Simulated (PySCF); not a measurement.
Gas-phase reaction: 6 GaCl2 + 3 F2 → Ga2F6 + 4 GaCl3

Energies from PySCF, thermal terms from the rigid-rotor harmonic-oscillator model, ideal gas at 1 bar. † marks an energy on the PBE0/def2-TZVP geometry and frequencies; other levels use their own. MP2 freezes the core. 6-31G* has spherical d functions here. Open shells (unrestricted): GaCl2 (multiplicity 2); the rest are closed-shell singlets. B3LYP is the form with VWN-RPA correlation. Ga: all electrons, no relativistic terms. GaCl2, Ga2F6: computed as isolated molecules; such fragments, hydroxides, amides, oligomers or adducts are transient or little studied in the gas. MP2 isn't extrapolated to the basis-set limit.

```csv
level,"ΔH°(298 K), kJ"
B3LYP/6-31G*,(withheld)
HF/6-31G*,-2713
M06-2X/def2-TZVP†,(withheld)
MP2/def2-SVP†,(withheld)
MP2/def2-TZVPP†,-2976
PBE/def2-TZVP†,-2546
PBE0/def2-QZVP†,-2702
PBE0/def2-SVP†,-2729
ωB97X-V/def2-TZVP†,(withheld)
```

Task: Some entries are withheld; supply them.

Result: 
- B3LYP/6-31G*, ΔH°(298 K), kJ: -2581
- M06-2X/def2-TZVP†, ΔH°(298 K), kJ: -2853
- MP2/def2-SVP†, ΔH°(298 K), kJ: -3002
- ωB97X-V/def2-TZVP†, ΔH°(298 K), kJ: -2821
